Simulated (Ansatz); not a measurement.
`C[NH][SnH2][OH]` + `NC=O` → `O=C[NH][SnH2][OH]` + CH₃NH₂  (ligand exchange at the Sn–N bond)

Calculated with Ansatz (gas phase, PBE0-D4/def2-TZVP geometries, no zero-point term in ΔE). CBS: MP2 limit from def2 TZ/QZ plus the TZ coupled-cluster correction, frozen cores. This one scheme is used for every species. Functionals use def2-TZVPP. def2 core potentials past Kr. For Sn outer-core shells are correlated without core-valence functions, which leaves a few kJ/mol of doubt a bond. One conformer a species, not always the lowest.

| level | ΔE (eV) |
| --- | --- |
| PBE0-D4 | -0.33 |
| CCSD/def2-TZVPP | -0.36 |

Problem. What does CCSD(T)/CBS give? (Best estimate.)

Solution. Ansatz gave: -0.37 eV. The listed levels differ from it by 0.04, 0.01 eV.

Largest T1 diagnostic among the species: 0.016.
